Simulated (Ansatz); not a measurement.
Gas-phase electronic energies from Ansatz, PBE0-D4/def2-TZVP geometries. CBS: MP2 limit from def2 TZ/QZ plus the TZ coupled-cluster correction, frozen cores. DFT in def2-TZVPP. B3LYP here is the variant with VWN-RPA as its local correlation; programs differ in this. HSE06 is defined as in plane-wave codes. For Ga, Ge outer-core shells are correlated without core-valence functions, which leaves a few kJ/mol of doubt a bond. Scalar relativity is left out up to krypton. One conformer a species, not always the lowest.

Consider the redistribution: `[GeH3][SiH2][SiH2][SiH2][GeH3]` + `C[NH][GaH2]` → `[GaH2][NH][SiH2][SiH2][GeH3]` + `C[SiH2][GeH3]`.

`[GeH3][SiH2][SiH2][SiH2][GeH3]`:

Z-matrix (Å, degrees):
```
Ge
Si 1 2.380
H 1 1.538 2 110.0
H 1 1.538 2 111.3 3 120.2
H 1 1.538 2 110.3 3 -119.3
Si 2 2.338 1 109.7 3 61.9
H 2 1.490 1 108.8 3 -57.3
H 2 1.489 1 109.7 3 -175.7
Si 6 2.337 2 108.2 1 -50.0
H 6 1.490 2 110.5 1 -170.1
H 6 1.490 2 109.6 1 70.4
Ge 9 2.380 6 109.7 2 -50.5
H 9 1.489 6 111.3 2 -172.1
H 9 1.490 6 109.0 2 68.6
H 12 1.538 9 110.3 6 -58.0
H 12 1.538 9 111.3 6 -178.5
H 12 1.538 9 110.0 6 61.3
```

`C[NH][GaH2]`:

```xyz
9

C    -0.582   -0.110    1.132
N     0.482    0.215    0.213
Ga    0.487    0.022   -1.591
H    -1.438   -0.509    0.582
H    -0.935    0.767    1.689
H    -0.284   -0.869    1.865
H     1.299    0.589    0.670
H     1.787    0.459   -2.338
H    -0.816   -0.565   -2.222
```

`[GaH2][NH][SiH2][SiH2][GeH3]`:

Z-matrix (Å, degrees):
```
Si
N 1 1.719
Si 1 2.352 2 107.2
H 1 1.492 2 110.4 3 117.1
H 1 1.493 2 114.5 3 -122.2
Ga 2 1.850 1 125.6 3 29.3
H 2 1.009 1 116.9 3 -140.2
Ge 3 2.384 1 105.6 2 31.7
H 3 1.490 1 112.4 2 148.7
H 3 1.488 1 114.4 2 -87.4
H 6 1.565 2 114.5 1 20.7
H 6 1.560 2 117.5 1 -168.7
H 8 1.537 3 114.8 1 -161.5
H 8 1.565 3 110.1 1 -43.2
H 8 1.538 3 112.2 1 72.8
```

`C[SiH2][GeH3]`:

Cartesian coordinates in Å:
```
C 1.305 0.776 0.874
Si -0.469 0.694 0.271
Ge -0.852 -1.263 -1.026
H 1.468 1.678 1.468
H 2.000 0.790 0.033
H 1.542 -0.089 1.497
H -0.787 1.888 -0.562
H -1.408 0.690 1.428
H -0.566 -2.532 -0.201
H 0.073 -1.293 -2.258
H -2.306 -1.339 -1.523
```

```json
{"level": "revPBE-D4", "ΔE (kJ/mol)": "-96.5", "difference from CCSD(T)/CBS": "19.7"}
{"level": "B3LYP-D4", "ΔE (kJ/mol)": "-111.1", "difference from CCSD(T)/CBS": "5.1"}
{"level": "HSE06-D4", "ΔE (kJ/mol)": "-102.8", "difference from CCSD(T)/CBS": "13.4"}
{"level": "ωB97M-V", "ΔE (kJ/mol)": "-120.6", "difference from CCSD(T)/CBS": "-4.4"}
{"level": "HSE06", "ΔE (kJ/mol)": "-101.1", "difference from CCSD(T)/CBS": "15.1"}
{"level": "CAM-B3LYP", "ΔE (kJ/mol)": "-112.8", "difference from CCSD(T)/CBS": "3.4"}
{"level": "LC-ωPBE", "ΔE (kJ/mol)": "-109.2", "difference from CCSD(T)/CBS": "7.0"}
{"level": "HF/def2-SVP", "ΔE (kJ/mol)": "-98.7", "difference from CCSD(T)/CBS": "17.5"}
{"level": "CCSD/def2-TZVPP", "ΔE (kJ/mol)": "-115.6", "difference from CCSD(T)/CBS": "0.6"}
{"level": "HF/CBS(def2)", "ΔE (kJ/mol)": "-118.8", "difference from CCSD(T)/CBS": "-2.6"}
{"level": "CCSD(T)/CBS", "ΔE (kJ/mol)": "-116.2", "difference from CCSD(T)/CBS": "0"}
```

Largest T1 diagnostic among the species: 0.015.

From BLYP to BHLYP (50 % exact exchange), in def2-TZVPP and without D4, ΔE moves by −16.9 kJ/mol. The D4 term adds −4.9 kJ/mol with B3LYP and −1.9 kJ/mol with PBE0; it sums over pairs of atoms, weighted by their polarisabilities, and B3LYP, whose exchange is more repulsive, gets the larger term.
